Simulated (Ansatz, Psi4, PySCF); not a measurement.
C2H4N (SMILES [CH]=NC), doublet, geometry from GFN2-xTB. Base run: B3LYP5/STO-3G in PySCF.

Geometry (Å):
```xyz
7

C      1.3112    -0.1567    -0.2120
N      0.1156    -0.3313    -0.2640
C     -1.0767     0.2569     0.2732
H      1.9681     0.5461     0.2853
H     -1.7042     0.5680    -0.5620
H     -1.6072    -0.5116     0.8354
H     -0.8728     1.1155     0.9223
```
Charge 0, spin multiplicity 2.
Orbitals are unrestricted.
All else is at PySCF's defaults.

The same geometry, method and basis name were run in Ansatz (a program for electronic structure) and Psi4 and PySCF, at each program's defaults and at the settings that a row names. The base is PySCF at its defaults. Differences at the defaults can come from grids, fitting, cores and function types together.

| code and settings | ΔE vs base (µEh) | basis functions | E (Eh) | SCF cycles | dipole (D) |
|---|---|---|---|---|---|
| PySCF, defaults (exact integrals, its default grid, spherical functions) | 0.0 | 19 | -131.48029 | 10 | 1.88 |
| Psi4, defaults (density fitting with its default set, its default grid, spherical functions) | -855 | 19 | -131.48114 | 9 | 1.87 |
| Ansatz, defaults (factorised integrals, its default grid, spherical functions) | 1.0 | 19 | -131.48029 | - | - |
| PySCF, density fitting with def2-universal-jkfit | -855 | 19 | -131.48114 | 10 | 1.87 |
| PySCF, fine grid | -0.2 | 19 | -131.48029 | 10 | 1.88 |
| Psi4, exact integrals, spherical functions, fine grid | -0.1 | 19 | -131.48029 | 12 | 1.88 |
| Ansatz, high accuracy | -0.2 | 19 | -131.48029 | - | - |

Open shells are given as the SCF converged; they aren't shown to be the lowest states, and a large step between rows can be another state.
